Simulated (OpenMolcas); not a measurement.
Fe2+ among 6 point charges of -1 e arranged as a tetragonal octahedron (D4h), 2.01 Å from the ion, with the axial distance 2.291 Å.

- Program: OpenMolcas 26.06
- Method: CASSCF
- Basis: ANO-RCC-VDZP [5s4p2d1f]
- Scalar Hamiltonian: DKH2, point nucleus
- Active space: 6 electrons in 5 orbitals (3d)
- State averaging: 2S+1 = 5 even, 5 roots; 2S+1 = 3 even, 45 roots; 2S+1 = 1 even, 50 roots
- Spin-orbit coupling: state interaction with AMFI integrals over the reference wave functions

What is the spin-free ground state (labels of D4, the rotations of D4h)?

5E, 2-fold in its orbital part, 100 % from free-ion D terms; it has the highest spin that d6 allows.

Where is the first state of the same spin?

5B2 at 1430 cm-1 above the ground state.

What are the lowest two levels with spin-orbit coupling?

A 2-fold level E with g = 0.00, 0.00, 9.89, then a 1-fold level B2 44.7 cm-1 above it. Their leading multiplicities are 5 (100 %) and 5 (100 %).

What is χT at 300 K, and how does it compare with the textbook value?

The lowest level has 2S+1 = 5, for which the spin-only value is χT = S(S+1) / 2 = 3.000 cm3 K/mol (g = 2). The computed 4.178 at 300 K differs by +1.178, through orbital momentum, spin-orbit coupling and any other state in reach.

An orbital doublet at a regular site is open to a Jahn-Teller distortion, which this geometry leaves out. Without dynamic correlation the repulsion within the d shell is too large (B by tens of per cent), so at a given field states of lower spin stand too high. The ground term spreads over less than 5000 cm-1, several times less than with real ligands, so orbital moments are less quenched and χT lies further from the spin-only value than at real sites. Point charges carry no covalency, so the field is a model and not that of real ligands. A group larger than the point group allows holds several states that coincide in this model. No measured value stands beside these numbers.

With an even number of electrons the g values are those of a degenerate or nearly degenerate non-Kramers pair.
